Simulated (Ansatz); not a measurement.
cyclohexane (C6H12), singlet, geometry from GFN2-xTB; MP2/def2-SV(P) run with Ansatz (a program for electronic structure).

Input for Ansatz:
Ansatz 0.2 input:
```yaml
crystal:
  periodic: [false, false, false]
  atoms:
    - {symbol: C, position_ang: [-0.66197397, 1.12297663, -0.67366385]}
    - {symbol: C, position_ang: [0.75407601, 1.25299157, -0.12037658]}
    - {symbol: C, position_ang: [1.45787052, -0.10080089, -0.13252080]}
    - {symbol: C, position_ang: [0.66197397, -1.12297663, 0.67366385]}
    - {symbol: C, position_ang: [-0.75407601, -1.25299157, 0.12037658]}
    - {symbol: C, position_ang: [-1.45787052, 0.10080089, 0.13252080]}
    - {symbol: H, position_ang: [-0.61416414, 0.80216226, -1.71711692]}
    - {symbol: H, position_ang: [-1.16380661, 2.09274194, -0.64468925]}
    - {symbol: H, position_ang: [1.32141866, 1.97319664, -0.71413349]}
    - {symbol: H, position_ang: [0.70833863, 1.62726918, 0.90520925]}
    - {symbol: H, position_ang: [1.55338037, -0.44915229, -1.16379724]}
    - {symbol: H, position_ang: [2.46383348, -0.00147979, 0.28135615]}
    - {symbol: H, position_ang: [1.16380661, -2.09274194, 0.64468925]}
    - {symbol: H, position_ang: [0.61416414, -0.80216226, 1.71711692]}
    - {symbol: H, position_ang: [-1.32141866, -1.97319664, 0.71413349]}
    - {symbol: H, position_ang: [-0.70833863, -1.62726918, -0.90520925]}
    - {symbol: H, position_ang: [-1.55338037, 0.44915229, 1.16379724]}
    - {symbol: H, position_ang: [-2.46383348, 0.00147979, -0.28135615]}
basis:
  gaussian:
    orbitals: def2-SV_P_.json
magnetization: {spin_polarized: false}
correlation: {method: mp2}
```
The basis file holds def2-SV(P) in the JSON format of the Basis Set Exchange.

The log (banner, timings and long lists left out):

```
Functional definition: HF
1266 factors; integrals over basis functions are off by at most 9.0e-4 eV
mean field evaluation 1: about -6362.2287 eV, gradient 3.5e1 eV
mean field evaluation 2: about -6363.6983 eV, gradient 3.6e1 eV
mean field evaluation 4: about -6367.5872 eV, gradient 4.7e0 eV
mean field evaluation 8: about -6367.6833 eV, gradient 9.5e-2 eV
mean field evaluation 16: about -6367.6834 eV, gradient 2.6e-6 eV
mean field -6367.68340573 eV, -234.0080489896 hartree, gradient 2.6e-6 eV, S^2 0.000000; 0 other end points of the search recorded, 0 dependent functions left out
6 core orbitals not correlated
reference -6367.68340573 eV, -234.0080489896 hartree; 18, 18 occupied and 84, 84 virtual orbitals, 1266 factors
second order -20.90521889 eV of doubles, -0.00000000 eV of singles
Total energy: -6388.58862462 eV, -234.7763016138 hartree
```
